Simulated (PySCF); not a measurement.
Molfile (atoms numbered from 1):
```
C3H15N2PSi2
     RDKit          3D

 23 22  0  0  0  0  0  0  0  0999 V2000
    2.6488    0.9587   -0.5826 C   0  0  0  0  0  0  0  0  0  0  0  0
    1.2284    1.1428   -0.4103 N   0  0  0  0  0  0  0  0  0  0  0  0
    0.2480   -0.1401    0.2257 Si  0  0  1  0  0  4  0  0  0  0  0  0
    0.3893   -1.8929   -1.3164 Si  0  0  0  0  0  4  0  0  0  0  0  0
    0.8725   -0.6579    2.3462 P   0  0  0  0  0  0  0  0  0  0  0  0
   -1.2993    0.6148    0.3953 N   0  0  0  0  0  0  0  0  0  0  0  0
   -2.2553    0.1209    1.3486 C   0  0  0  0  0  0  0  0  0  0  0  0
   -1.9295    1.1606   -0.7789 C   0  0  0  0  0  0  0  0  0  0  0  0
    3.1934    0.9543    0.3705 H   0  0  0  0  0  0  0  0  0  0  0  0
    3.0571    1.7516   -1.2104 H   0  0  0  0  0  0  0  0  0  0  0  0
    2.8204    0.0019   -1.0745 H   0  0  0  0  0  0  0  0  0  0  0  0
    1.0196    2.0703   -0.0656 H   0  0  0  0  0  0  0  0  0  0  0  0
    0.3740   -1.4378   -2.7101 H   0  0  0  0  0  0  0  0  0  0  0  0
    1.6067   -2.7004   -1.1583 H   0  0  0  0  0  0  0  0  0  0  0  0
   -0.7300   -2.8348   -1.1783 H   0  0  0  0  0  0  0  0  0  0  0  0
    0.4188   -1.9650    2.2970 H   0  0  0  0  0  0  0  0  0  0  0  0
    2.1403   -1.0345    1.9460 H   0  0  0  0  0  0  0  0  0  0  0  0
   -2.9256    0.9287    1.6543 H   0  0  0  0  0  0  0  0  0  0  0  0
   -1.7307   -0.2465    2.2300 H   0  0  0  0  0  0  0  0  0  0  0  0
   -2.8673   -0.6935    0.9378 H   0  0  0  0  0  0  0  0  0  0  0  0
   -2.5796    1.9930   -0.4969 H   0  0  0  0  0  0  0  0  0  0  0  0
   -2.5391    0.4110   -1.2991 H   0  0  0  0  0  0  0  0  0  0  0  0
   -1.1656    1.5220   -1.4600 H   0  0  0  0  0  0  0  0  0  0  0  0
  1  2  1  0
  3  2  1  6
  3  4  1  0
  3  5  1  0
  3  6  1  0
  6  7  1  0
  6  8  1  0
  1  9  1  0
  1 10  1  0
  1 11  1  0
  2 12  1  0
  4 13  1  0
  4 14  1  0
  4 15  1  0
  5 16  1  0
  5 17  1  0
  7 18  1  0
  7 19  1  0
  7 20  1  0
  8 21  1  0
  8 22  1  0
  8 23  1  0
M  END
```

[PySCF 2.14.0 with density-fitted response routines: GFN2-xTB structure; shielding tensors at PBE0/pcSseg-1 (GIAO); one averaged value for each set of equivalent atoms; single conformer; isolated molecule; no relativistic terms]

Shifts are taken against calculated references (same method and geometry level): ¹³C (σ = 186.93 ppm), ¹H (σ = 31.72 ppm), ²⁹Si (σ = 349.16 ppm) vs TMS; ¹⁵N (σ = 267.73 ppm) vs NH3; ³¹P (σ = 318.38 ppm) vs H3PO4.

```
                  atoms  nucleus  count  δ (ppm)
                    H12       ¹H      1    -0.18
                     P5      ³¹P      1   -282.6
                  C7/C8      ¹³C      2        ?
                    Si4     ²⁹Si      1        ?
H18/H19/H20/H21/H22/H23       ¹H      6        ?
                     C1      ¹³C      1        ?
                     N2      ¹⁵N      1     32.0
            H13/H14/H15       ¹H      3     3.35
                    Si3     ²⁹Si      1      9.9
                     N6      ¹⁵N      1     32.9
             H9/H10/H11       ¹H      3     2.63
                H16/H17       ¹H      2     1.00
```

**Question.** Fill in the missing shifts.

**Answer.** 
- C7/C8: 39.9 ppm, methyl carbon bonded to N; deshielded by the electronegative neighbour
- C1: 30.2 ppm, methyl carbon bonded to N; deshielded by the electronegative neighbour
- H18/H19/H20/H21/H22/H23: 2.58 ppm, hydrogen on a methyl carbon bonded to N; its carbon carries N, hence the downfield position
- Si4: -126.6 ppm, silicon bonded to Si, 3 H

Exchangeable OH/NH protons stand at their gas-phase positions; hydrogen bonding in a real sample shifts them, mostly to higher δ. Shifts are as computed. Against solution values, carbons near 30 ppm lie about +3 ppm off and those near 130 ppm about +5 ppm. Of 1211 compounds with measured shifts, 218 miss one by over three times the rms of a fit or turn the order of signals round; such compounds aren't used in these exercises. Experimental scales use liquid or dissolved standards, which lie at an offset from isolated NH3 (liquid NH3: subtract about 20 ppm) and H3PO4.
